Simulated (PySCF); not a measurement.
oxetane-3-carbaldehyde (C4H6O2), SMILES C1(COC1)C=O. Geometry optimised at ωB97X-D3(BJ)/def2-SVP. The values are those of a single conformer.

Problem. Give the equilibrium geometry at ωB97X-D3(BJ)/def2-SVP (PySCF confirms it by a frequency run) as a Z-matrix, and its point group. (The exact figures need the calculation; the answer reports its results.)

Solution. One answer among several that fit: point group Cs.
```
C
H 1 1.0983
C 1 1.5067 2 109.58
O 3 1.2025 1 124.77 2 0.00
H 3 1.1237 4 121.08 1 180.00
C 1 1.5451 2 116.68 3 132.00
H 6 1.1039 1 114.24 2 4.00
H 6 1.1052 7 108.78 1 131.02
O 6 1.4281 7 112.67 8 125.30
C 9 1.4281 6 91.86 7 113.57
H 10 1.1039 9 112.67 6 -113.57
H 10 1.1052 11 108.78 9 125.30
```
